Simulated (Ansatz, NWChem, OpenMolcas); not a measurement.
**A ladder of methods for CsBr (SMILES [Br][Cs])**

CsBr: 2 atoms, total charge 0, spin state singlet. As SMILES, `[Br][Cs]`. Geometry: the measured bond length.

| atom | x (Å) | y (Å) | z (Å) |
| --- | --- | --- | --- |
| Br | 0.0000 | 0.0000 | 0.0000 |
| Cs | 0.0000 | 0.0000 | 3.0723 |

Quantity: the HOMO–LUMO gap, in eV. The values are calculated.

```tsv
level	kind	program	value (eV)	CPU time
HF/def2-TZVPP (core potential)	Hartree–Fock	OpenMolcas	8.20	6.6 s
SVWN5/def2-TZVPP (core potential)	LDA	Ansatz	3.17	3.5 s
revPBE/def2-TZVPP (core potential)	GGA	NWChem	2.90	45 s
TPSS/def2-TZVPP (core potential)	meta-GGA	OpenMolcas	3.18	17 s
M06-2X/def2-TZVPP (core potential)	hybrid meta-GGA	OpenMolcas	5.73	16 s
CAM-B3LYP/def2-TZVPP (core potential)	range-separated hybrid	Ansatz	6.20	8.8 s
HSE06/def2-TZVPP (core potential)	range-separated hybrid	Ansatz	3.93	8.9 s
PBE-QIDH/def2-TZVPP (core potential)	double hybrid	Ansatz	7.03	11 s
```

The values span 2.90 to 8.20 eV. Orbital gaps aren't excitation energies, and those of double hybrids come from the SCF part alone; they tend to grow with the share of exact exchange. Times are those of the runs behind each value, whatever else they computed, on shared processors of several kinds: orders of magnitude only.
